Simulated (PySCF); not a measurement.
Point-charge models of `C=CO[SiH2]CC=O` against its computed dipole.

Coordinates (GFN2-xTB, Å) and charges (e) from the PBE0/pcSseg-1 density (PySCF):

```
atom       x       y       z  Mulliken      IAO  Hirshfeld  ESP-fitted
  C1   1.979  -0.894  -0.441   -0.2897  -0.3962    -0.1393     -0.6783
  C2   2.078   0.422  -0.436   +0.1312  +0.0623    +0.0307     +0.1929
  O3   1.120   1.297  -0.050   -0.5946  -0.5856    -0.1961     -0.4000
 Si4  -0.340   1.251   0.639   +0.8913  +1.0243    +0.4285     +0.6722
  C5  -1.605   0.169  -0.348   -0.5777  -0.6179    -0.1643     -0.5027
  C6  -1.741  -1.143   0.309   +0.2109  +0.2679    +0.1269     +0.5039
  O7  -1.069  -2.117   0.083   -0.3701  -0.4061    -0.2166     -0.4955
  H8   1.087  -1.405  -0.124   +0.1693  +0.1621    +0.0276     +0.3097
  H9   2.801  -1.497  -0.778   +0.1225  +0.1640    +0.0509     +0.2227
 H10   2.970   0.943  -0.763   +0.1011  +0.1562    +0.0532     +0.1145
 H11  -0.711   2.652   0.498   -0.1118  -0.1309    -0.0761     -0.1315
 H12  -0.281   0.771   2.019   -0.1002  -0.1454    -0.0744     -0.1132
 H13  -2.564   0.678  -0.379   +0.1606  +0.1688    +0.0546     +0.1318
 H14  -1.217   0.049  -1.359   +0.1780  +0.1809    +0.0557     +0.1833
 H15  -2.511  -1.168   1.107   +0.0791  +0.0957    +0.0387     -0.0098
```

Compute μ = Σ q r for each scheme (1 e·Å = 4.803 D) and compare with the dipole of the full density.

The full density gives (-1.29, 1.95, 0.22) D, 2.35 D in size; dipole vectors point from the negative to the positive end.

| scheme | μx | μy | μz | size (D) | share of the full size (%) | angle to the full dipole (°) |
| --- | --- | --- | --- | --- | --- | --- |
| Mulliken | -0.99 | 2.06 | 1.15 | 2.56 | 109 | 23 |
| IAO | -1.73 | 2.78 | 1.28 | 3.51 | 150 | 16 |
| Hirshfeld | -0.97 | 1.80 | 0.41 | 2.09 | 89 | 8 |
| ESP-fitted | -1.30 | 1.97 | 0.25 | 2.37 | 101 | 1 |

Which set comes closest?

Length of the difference vector: ESP-fitted 0.04 D, Hirshfeld 0.40 D, Mulliken 0.98 D, IAO 1.41 D. Closest: ESP-fitted. ESP charges are fitted to the potential around the molecule, whose slowest-falling term is the dipole's. 

What is left for the Hirshfeld atoms' own dipoles?

The Hirshfeld atoms' densities add up to the full density, so μ = Σ q r + Σ (atomic dipoles). The atomic dipoles sum to (-1.29, 1.95, 0.22) − (-0.97, 1.80, 0.41) = (-0.32, 0.15, -0.19) D, 0.40 D in size.

With the origin at the mean of the coordinates, (0.000, 0.001, -0.001) Å, which are the largest single terms, by size, of the ESP-fitted dipole along the direction of the full one?

C1 +6.10, Si4 +4.15, H9 -3.05, O7 +2.77, H8 -2.64 D; all 15 atoms together +2.37 D. The single terms depend on the origin, their sum doesn't.

Give the size of the full dipole in other units.

2.35 D = 0.924 au = 0.489 e·Å = 7.83 × 10⁻³⁰ C·m.

Isolated species at its GFN2-xTB geometry (one conformer only).

Shape of the structure used: `[CH2:1]=[CH:2][O:3][SiH2:4][CH2:5][CH:6]=[O:7]`: C1–C2–O3–Si4 7°, C2–O3–Si4–C5 -57°, O3–Si4–C5–C6 101°, Si4–C5–C6–O7 -89°.
